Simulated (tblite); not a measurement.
C$_{3}$H$_{5}$ (SMILES C=[C]C), doublet, geometry from GFN2-xTB; GFN1-xTB in tblite 0.6.0.

Here is a job for tblite.
```
$ tblite run mol.xyz --method gfn1 --charge 0 --spin 1 --json tblite.json --no-restart

# file mol.xyz
8

C      1.32121213    -0.04752068     0.20924314
C      0.07464245    -0.36098549     0.06857136
C     -1.23496167     0.20321704    -0.22073506
H      2.07780923    -0.78307192     0.44125838
H      1.70897339     0.97054785     0.10719621
H     -1.18325846     1.28763184    -0.38459813
H     -1.65268621    -0.25836983    -1.11613906
H     -1.91619542     0.01499689     0.60980591
```

What the program printed (banner, timings and long lists left out):

```
xTB calculator
 | screened Coulomb repulsion
 | Coulomb electrostatics
 |  * isotropic Klopman-Ohno-Mataga-Nishimoto electrostatics
 |  * onsite third-order electrostatics
 | DFT-D3(BJ) dispersion correction

halogen bonding energy    0.0000000000000E+00 Eh
repulsion energy          1.6311280460213E-01 Eh
dispersion energy        -1.6600208303631E-03 Eh
number of electrons       1.7000000000000E+01 e
integral cutoff           1.9731147476801E+01 bohr

------------------------------------------------------------
  cycle        total energy    energy error   density error
------------------------------------------------------------
      1     -8.911171736880  -9.0726245E+00   5.9625448E-01
      2     -8.912522275917  -1.3505390E-03   3.5737236E-01
      3     -8.912510309100   1.1966817E-05   6.9939855E-03
      4     -8.912563942903  -5.3633802E-05   1.5746590E-03
      5     -8.912566807615  -2.8647126E-06   4.0545429E-04
      6     -8.912566888161  -8.0545854E-08   4.7614240E-05
      7     -8.912566889022  -8.6092022E-10   1.1648302E-05
------------------------------------------------------------

electronic energy        -9.0740196727937E+00 Eh
total energy             -8.9125668890219E+00 Eh

Post processing:
 | Mayer-Wiberg bond orders

[Info] JSON dump of results written to 'tblite.json'
```
